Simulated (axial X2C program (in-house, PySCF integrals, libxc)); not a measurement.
# CoB⁻: cheaper levels and CCSD(T), with spin–orbit coupling

Computed with an in-house all-electron X2C program for linear molecules (integrals from PySCF). Two-component (2c) means X2C with spin–orbit coupling and atomic mean-field two-electron Coulomb and Gaunt terms. Basis: Co dyall-acv3z [10s11p7d4f2g], B dyall-av3z [8s7p3d2f] (cores contracted in-house); Gaussian nuclei, density fitting, unrestricted open shells. Masses: Co 58.933 u, B 11.009 u.

State: Ω = 5/2 (⟨Sz⟩ = 0.50, ⟨Lz⟩ = 2.00 at HF); fragments Co- + B for PBE0, B3LYP, CCSD(T); Co + B- for CCSD.

```json
{"level": "PBE0", "Re (Å)": "1.750", "ωe (cm⁻¹)": "625.2"}
{"level": "CCSD", "Re (Å)": "1.764", "ωe (cm⁻¹)": "580.3"}
{"level": "B3LYP", "Re (Å)": "1.723", "ωe (cm⁻¹)": "683.1"}
```

Correlated methods: 13 electrons correlated (number of frozen shells: Co 3 s, 2 p; B 1 s), 291 virtual spin orbitals or spinors in MP2, 90 natural virtuals in coupled cluster.

CCSD(T), same Hamiltonian and basis:

Re = 1.735 Å, ωe = 619.0 cm⁻¹; T1 = 0.127 (Lee–Taylor normalisation).

Problem. Give the differences from CCSD(T) in the columns below.

Solution. 

```csv
level,ΔRe (Å),Δωe (cm⁻¹)
PBE0,0.015,6
CCSD,0.029,-39
B3LYP,-0.012,64
```

Occupations by symmetry block were frozen at the best pattern of an incomplete PBE0 search. De is not given where an atomic determinant may have missed its ground term or J level, or where the truncated virtual space spoils (T). Density functionals use the spin component along the axis (collinear). Coupled cluster ran in a truncated set of natural virtual spinors; the MP2 energy of the rest was added. (T) has no such correction and the atoms are truncated less, which lowers De at CCSD(T) by a hundredth of an eV or more. Without a current term, density functionals place determinants with orbital angular momentum somewhat too high. The highest occupied level of some functionals is positive through self-interaction error; at Hartree–Fock it is bound. The determinant is spin-polarised beyond a pure state at some levels (its spin-free form has ⟨S²⟩ too high), which makes Re and μ there less reliable. The T1 diagnostic is large, a sign of multireference character.
